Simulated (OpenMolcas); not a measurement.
What dynamic correlation does to the levels of Si IV

| Quantity | Value |
| --- | --- |
| Program | OpenMolcas |
| Basis | ANO-RCC-VDZ [4s3p] |
| Scalar Hamiltonian | DKH2, point nucleus |
| Active space | 1 electron in 4 orbitals (3s 3p) |
| State averaging | 2S+1 = 2 even, 1 root; 2S+1 = 2 odd, 3 roots |
| Spin-orbit coupling | RASSI with atomic mean-field integrals over the reference wave functions, term energies averaged over their components |

Methods on the same reference wave functions:
A. CASSCF
B. SS-CASPT2, IPEA 0.25 Eh, imaginary shift 0.1 Eh (closed shells correlated: 2s 2p)

Energies in cm-1 above 3s 2S 1/2, the measured ground level; measured values from NIST levels in Kelleher and Podobedova, J. Phys. Chem. Ref. Data 37, 1285 (2008).

| Level | A | B | Measured |
| --- | --- | --- | --- |
| 3s 2S 1/2 | 0.0 | 0.0 | 0.0 |
| 3p 2P* 1/2 | 70124 | 70206 | 71288 |
| 3p 2P* 3/2 | 70467 | 70549 | 71749 |

Deviations, from unrounded energies. A percentage is the sum of absolute deviations over the sum of measured energies, with the sign that they share, or ± where signs differ.

| Against measurement | Levels | A | B |
| --- | --- | --- | --- |
| mean absolute deviation (cm-1) | 2 | 1200 | 1100 |
| other configurations (%) | 2 | -1.7 | -1.6 |

B lies closest to measurement on these levels. The largest miss of B in the table is 3p 2P* 3/2, by -1200 cm-1. The ranking rests on the paired levels alone, and a cruder setting can come out closer through cancelling errors.

The lowest spin-free term lies below A's lowest term by 0.004 hartree in B.

The basis is small and was not contracted for so high a charge. With one active electron the reference holds no correlation, so core polarisation is missing (holds for A). With one active electron, CASPT2 adds the correlation within the correlated inactive shells and between them and that electron, and leaves the splitting within a term as the reference gives it (holds for B). Computed and measured levels are paired by configuration, term and J; levels that our copy of the source lacks, or whose pairing is in doubt (as where it misses far off the trend of its configuration), stay unpaired and out of the deviations. Levels of configurations outside the active space are missing.

* marks odd parity.
